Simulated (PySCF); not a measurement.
```xyz
4

B      0.0000     0.0000     0.0000
H     -0.8611    -0.8205     0.0030
H     -0.2800     1.1560     0.0019
H      1.1411    -0.3355    -0.0049
```

Charge 0, multiplicity 1.

Problem. Give the Mulliken and meta-Löwdin atomic charges from PySCF 2.14.0 with M06-2X/def2-TZVP // B3LYP-D3(BJ)/def2-TZVP.

Solution. 
```json
[
 {"atom": "B1", "Mulliken (e)": "-0.07", "meta-Löwdin (e)": "-0.05"},
 {"atom": "H2", "Mulliken (e)": "0.02", "meta-Löwdin (e)": "0.02"},
 {"atom": "H3", "Mulliken (e)": "0.02", "meta-Löwdin (e)": "0.02"},
 {"atom": "H4", "Mulliken (e)": "0.02", "meta-Löwdin (e)": "0.02"}
]
```
